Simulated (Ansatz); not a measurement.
`[SiH3]S[CH2][GeH3]` + `N[SiH3]` → `[SiH3][NH][GeH3]` + `CS[SiH3]` at 400 K and 1 bar (ligand exchange at a Ge–C bond).

Calculated with Ansatz (gas phase, PBE0-D4/def2-TZVP geometries, no zero-point term in ΔE). CBS: MP2 limit from def2 TZ/QZ plus the TZ coupled-cluster correction, frozen cores. This one scheme is used for every species. For Ge outer-core shells are correlated without core-valence functions, which leaves a few kJ/mol of doubt a bond. Scalar relativity is left out up to krypton. One conformer a species, not always the lowest.

| species | CCSD(T)/CBS energy (Eh) | H − E (kJ/mol) | S (J/(mol·K)) |
| --- | --- | --- | --- |
| `[SiH3]S[CH2][GeH3]` | -2805.83640 | 240.5 | 422.0 |
| `N[SiH3]` | -346.80422 | 153.0 | 285.3 |
| `[SiH3][NH][GeH3]` | -2424.11992 | 199.5 | 375.1 |
| `CS[SiH3]` | -728.52947 | 194.4 | 339.2 |

H − E and S are ideal-gas, rigid-rotor, harmonic terms from PBE0-D4/def2-TZVP, for one conformer and one mirror image of each species. 1 Eh = 2625.50 kJ/mol, R = 8.31446 J/(mol·K).

Task: By hand: ΔE, ΔH, ΔS and ΔG.

Result: ΔE = (-2424.11992) + (-728.52947) − (-2805.83640) − (-346.80422) = -0.00877 Eh = -23.0 kJ/mol. Δ(H − E) = 199.5 + 194.4 − 240.5 − 153.0 = 0.4, so ΔH = -22.6 kJ/mol. ΔS = 375.1 + 339.2 − 422.0 − 285.3 = 7.0 J/(mol·K). ΔG = -22.6 − 400 × (7.0)/1000 = -25.4 kJ/mol.

Task: By hand: the equilibrium constant, and the temperature at which ΔG would vanish if ΔH and ΔS stayed fixed.

Result: log₁₀ K = −ΔG/(RT ln 10) = 3.3. ΔH and −TΔS have one sign here, so there is no such temperature.

The number of gas molecules stays the same, so ΔS is small and ΔH decides. A doubt of 5 kJ/mol in ΔE shifts log₁₀ K by 0.7 here. Other conformers and mirror images would add mixing entropy, several J/(mol·K) or more a flexible species. Modes under 60 cm⁻¹, often nearly free rotors, make the harmonic entropy too high. These are equilibria of isolated gas molecules and say nothing of rates. Largest T1 diagnostic: 0.011 (customary marks: 0.02 for closed shells, 0.045 for open ones).

ΔS is within the doubt of such terms, so its sign, and with it that verdict, could turn.
